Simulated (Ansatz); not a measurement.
Wavefunction ladder for GeH$_{4}$NO, SMILES `[NH][GeH2][OH]` radical

```xyz
7

N     0.595   -0.971    0.993
Ge   -0.080    0.436   -0.019
O    -0.296   -0.187   -1.663
H     0.897   -0.633    1.913
H    -1.437    0.844    0.594
H     0.886    1.621   -0.156
H    -0.565   -1.109   -1.663
```

Charge 0, multiplicity 2. Correlated methods include outer-core shells of Ge, which these sets cover unevenly. Scalar relativity is left out up to krypton. Geometry: relaxed with PBE0-D4/def2-TZVP. It is one conformer, not always the lowest. Frozen core, unrestricted reference, Ansatz 0.2.0.

```tsv
basis	HF (Eh)	MP2 corr.	CCSD corr.	(T)	CCSD(T) total
def2-SVP	-2206.61444	-0.55365	-0.57769	-0.01402	-2207.20615
def2-TZVPP	-2207.05174	-0.67169	-0.69419	-0.02436	-2207.77029
def2-QZVPP	-2207.10057	-0.96841	–	–	–
```
